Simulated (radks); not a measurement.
Problem. These are the eigenvalues of the occupied orbitals of an atom or ion with whole-number occupations (eV). All-electron calculation, non-relativistic Kohn-Sham, LDA (Slater exchange, Perdew-Wang correlation), spin-polarised, spherical densities, point nucleus. Program: a radial shooting solver on a logarithmic mesh with Libxc functionals.

orbital  eigenvalue
1s up     -11571.01
1s down   -11570.89
2s up     -1495.191
2s down   -1495.126
2p up     -1343.871
2p down   -1343.801
3s up     -233.3219
3s down   -233.1683
3p up     -182.1656
3p down   -181.9875
3d up      -91.8943
3d down    -91.6138
4s up      -57.2985

Which element is it, and in what charge state? The configuration may be excited. Open shells, if any, are filled with parallel spins first.

Solution. Z = 33, arsenic, charge +4: As4+ in [Ar] 3d10 4s1. The list shows which subshells hold electrons but not how many an open one holds; the 1s level, -425.23 hartree, gives Z - s = 29.2 by -(Z - s)^2/2, which with screening narrows Z to a few neighbours, and the depths of the outer levels then fix element, charge and occupations together.
